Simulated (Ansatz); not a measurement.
Computed with Ansatz on PBE0-D4/def2-TZVP structures; ΔE is electronic, products minus reactants. CCSD(T)/CBS adds triple-zeta CCSD(T) − MP2 to the extrapolated MP2 energy (def2 sets, frozen cores). This one scheme is used for every species. Functionals use def2-TZVPP. Each species was taken in one conformer, which may not be the lowest.

`NC(F)[SiH2]Cl` + `OCF` → `NC(F)OCF` + `[SiH3]Cl`  (substitution at a C–Si bond)

```
         level  ΔE (kJ/mol)
       PBE0-D4         12.2
       ωB97X-V          5.0
           PBE         15.5
MP2/def2-QZVPP         13.7
```

(1) What does CCSD(T)/CBS give? (Best estimate.)

Largest T1 diagnostic among the species: 0.012.

Answers

(1) Computed: +11.8 kJ/mol. The listed levels differ from it by 0.4, -6.8, 3.7, 1.9 kJ/mol.

From PBE to PBE0 (25 % exact exchange), in def2-TZVPP and without D4, ΔE moves by −5.3 kJ/mol. The D4 term adds +3.6 kJ/mol with B3LYP and +2.0 kJ/mol with PBE0; it sums over pairs of atoms, weighted by their polarisabilities, and B3LYP, whose exchange is more repulsive, gets the larger term.

B3LYP here is the variant with VWN-RPA as its local correlation; programs differ in this.
